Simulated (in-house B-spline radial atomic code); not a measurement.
The numbers below are computed, except where a source is named.
# Ghost states of the separable form: Zr

Zr, [Kr] 4d2 5s2, non-relativistic PBE, spherical and spin-unpolarised, from a B-spline radial code for spherical atoms (atomic units; all potentials screened as in the neutral atom).

Troullier-Martins channels: 5s (ε = -0.1571, r_c = 2.676 bohr), 4p (ε = -1.1849, r_c = 1.005 bohr), 4d (ε = -0.1456, r_c = 1.356 bohr). In the Kleinman-Bylander form one channel serves as the local potential, and each other channel l becomes |δV u><u δV|/<u|δV|u>, with δV = V_l − V_local and u the pseudo-orbital. Its strength is E_KB = <u|δV²|u>/<u|δV|u>. By the analysis of Gonze, Stumpf and Scheffler a spurious state lies below the reference level ε if E_KB > 0 and ε is above the second level of the local potential alone, or if E_KB < 0 and ε is above its first. The table's levels are those of angular momentum l in a sphere of 9 bohr, whose wall can lift a shallow ε a little above its free-atom value.

```tsv
local	channel	<u δV u>	<u δV² u>	ε	first local level	second local level
d	s	0.16533	0.43248	-0.1551	-4.6558	-0.7904
d	p	0.26226	2.8218	-1.1849	-1.8342	-0.1151
s	d	-1.5206	5.1154	-0.1454	0.0623	0.3198
s	p	-2.9122	11.833	-1.1849	-0.0637	0.1935
p	d	-0.082533	0.87917	-0.1454	-0.1133	0.1249
p	s	0.15885	0.39845	-0.1551	-3.9982	-1.1230
```

Question: Apply the rule to each row.

Answer: Local d, channel s: E_KB = +2.62, so ε = -0.1551 is set against -0.7904: a ghost. Local d, channel p: E_KB = +10.8, so ε = -1.1849 is set against -0.1151: no ghost. Local s, channel d: E_KB = -3.36, so ε = -0.1454 is set against 0.0623: no ghost. Local s, channel p: E_KB = -4.06, so ε = -1.1849 is set against -0.0637: no ghost. Local p, channel d: E_KB = -10.7, so ε = -0.1454 is set against -0.1133: no ghost. Local p, channel s: E_KB = +2.51, so ε = -0.1551 is set against -1.1230: a ghost.

Diagonalising the separable Hamiltonian gives:

| local | channel | three lowest levels | all-electron, two lowest valence levels |
| --- | --- | --- | --- |
| d | s | -3.3623, -0.1551, 0.1218 | -0.1551, 0.1247 |
| d | p | -1.1849, -0.0437, 0.2142 | -1.1849, -0.0436 |
| s | d | -0.1454, 0.1173, 0.4328 | -0.1454, 0.1148 |
| s | p | -1.1849, -0.0216, 0.2559 | -1.1849, -0.0436 |
| p | d | -0.1454, 0.1147, 0.4165 | -0.1454, 0.1148 |
| p | s | -3.2597, -0.1551, 0.1195 | -0.1551, 0.1247 |

Question: Which choices of local channel are safe?

Answer: Free of ghosts: s. With d local the s channel has a ghost 3.21 hartree below ε, since the local potential binds more than one state below ε, and a repulsive term of rank one raises each level at most to the next, so it clears only one of them. With p local the s channel has a ghost 3.10 hartree below ε, since the local potential binds more than one state below ε, and a repulsive term of rank one raises each level at most to the next, so it clears only one of them. Among the safe choices the second level, which tests transfer, is off by at most 22.0 millihartree (s local).
